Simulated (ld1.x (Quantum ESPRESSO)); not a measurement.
Configuration tests for tin (Sn) (TM semilocal)

ld1.x (Quantum ESPRESSO) 7.5 input, shortened:

```
&input
   title='Sn', zed=50., rel=1, dft='PBESOL', iswitch=3,
   config='[Kr] 4d10 5s2 5p1'
 /
 &inputp
   pseudotype=1, tm=.true., lloc=1,
   nlcc=.true.
 /
2
5S  1  0   2.00   0.00  1.70  1.70  0.0
5P  2  1   1.00   0.00  1.80  1.80  0.0
 &test
   configts(1)='5s2 5p1'
 /
```

Energies are relative to the spin-unpolarised reference configuration 5s2 5p1; without spin polarisation the order of configurations can differ from experiment. The frozen-core shift is the all-electron ΔE with the core orbitals held at their reference shape minus the fully relaxed ΔE.

```tsv
valence configuration	charge	ΔE all-electron (eV)	error AE − PS (meV)	frozen-core shift (meV)
5s2 5p2	0	-6.898	-3.4	+7.1
5s2 5p0	+2	13.972	-29	+35
5s2 5p2.3	-0.3	-7.750	-4.1	+9.5
5s2 5p1.5	+0.5	-4.272	-1.1	+2.3
5s0 5p4	0	7.349	-30	+29
```

(1) What are ΔE and the potential's error for 5s1 5p0?

(2) What are ΔE and the potential's error for 5s1 5p3?

Levels in the configuration 5s2 5p1.5:

```tsv
level	all-electron (eV)	pseudo (eV)
5s	-14.085	-14.070
5p	-6.851	-6.845
```

## Answers

(1) ΔE = 44.986 eV all-electron; the error (AE − PS) is -275 meV.

(2) ΔE = 0.111 eV all-electron; the error (AE − PS) is -3.9 meV.
